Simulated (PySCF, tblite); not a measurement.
Isomers of C7H11ClSi2. Computed values, GFN2-xTB/tblite, gas phase, harmonic and unscaled. Against measured fundamentals such values can be off by several per cent, at times by over 20. Modes of hydrogen on silicon can be 10 to 20 % off. One conformer each.

Electronic energies: PBE0/pcSseg-1 single points on the GFN2-xTB geometries (PySCF, gas phase).

```csv
SMILES,"electronic energy, lowest = 0 (kcal/mol)"
CC#C[Si@@H](Cl)[SiH]1CC=CC1,0.0
C=CCC#C[C@@H]1[SiH2][C@@H]1[SiH2]Cl,46.7
Cl[SiH2][C@@H]1[SiH2][C@H]1C#CC1CC1,46.6
```

**Question.** How do GFN2-xTB zero-point energies change the relative energies?

**Answer.** 
| SMILES | ZPE (kcal/mol) | of it from modes above 1550 cm⁻¹ | electronic (kcal/mol) | with ZPE, lowest = 0 (kcal/mol) | lowest mode (cm⁻¹) | rings |
| --- | --- | --- | --- | --- | --- | --- |
| CC#C[Si@@H](Cl)[SiH]1CC=CC1 | 95.0 | 50.5 | 0.0 | 0.0 | 6 | 1 |
| Cl[SiH2][C@@H]1[SiH2][C@H]1C#CC1CC1 | 92.6 | 47.1 | 46.6 | 44.2 | 10 | 2 |
| C=CCC#C[C@@H]1[SiH2][C@@H]1[SiH2]Cl | 91.5 | 49.3 | 46.7 | 43.2 | 14 | 1 |

The zero-point energies span 3.5 kcal/mol, from `C=CCC#C[C@@H]1[SiH2][C@@H]1[SiH2]Cl` to `CC#C[Si@@H](Cl)[SiH]1CC=CC1`. The lowest isomer stays, but the order above it changes.

**Question.** And how do the electronic energies of GFN2-xTB itself compare?

**Answer.** `CC#C[Si@@H](Cl)[SiH]1CC=CC1` 0.0; `Cl[SiH2][C@@H]1[SiH2][C@H]1C#CC1CC1` 16.4; `C=CCC#C[C@@H]1[SiH2][C@@H]1[SiH2]Cl` 23.2 kcal/mol, lowest = 0. Against the energies above, taken from the same isomer `CC#C[Si@@H](Cl)[SiH]1CC=CC1`, the largest difference is 30.2 kcal/mol.
